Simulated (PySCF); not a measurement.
Isomers of C5H12FPSi, one conformer each; single-point electronic energies without zero-point terms and without any empirical dispersion term.

All values: PBE0/pcSseg-1 (PySCF, non-relativistic), each on one gas-phase PBE0-D3(BJ)/def2-SVP geometry that isn't relaxed in the solvent. The solvent is an IEF-PCM continuum (van der Waals radii × 1.2). The model holds no explicit solvent molecules, cavitation or dispersion.

```json
{"isomer": "`CP1CC[SiH](F)CC1`", "relative energy, gas (kcal/mol)": "0.0", "dipole (D)": "2.42"}
{"isomer": "`C[Si](C)(C)C/P=C/F`", "relative energy, gas (kcal/mol)": "52.2", "dipole (D)": "2.66"}
```

How do the relative energies look in chloroform (ε = 4.711)?

| isomer | relative energy, solvent (kcal/mol) | E(solvent) − E(gas) (kcal/mol) | dipole in solvent (D) |
| --- | --- | --- | --- |
| `CP1CC[SiH](F)CC1` | 0.0 | -3.2 | 2.91 |
| `C[Si](C)(C)C/P=C/F` | 53.0 | -2.5 | 3.23 |

The order is unchanged. Conformers: `[CH3:1][P:2]1[CH2:3][CH2:4][SiH:5]([F:6])[CH2:7][CH2:8]1` with C1–P2–C3–C4 -170°, P2–C3–C4–Si5 64°, C3–C4–Si5–F6 -169°, C4–Si5–C7–C8 49°; `[CH3:1][Si:2]([CH3:3])([CH3:4])[CH2:5]/[P:6]=[CH:7]/[F:8]` with Si2–C5–P6–C7 92°. `CP1CC[SiH](F)CC1` gains most from the continuum, while `C[Si](C)(C)C/P=C/F` has the largest gas-phase dipole. The gains span 0.7 kcal/mol, the gas-phase energies 52.2 kcal/mol.
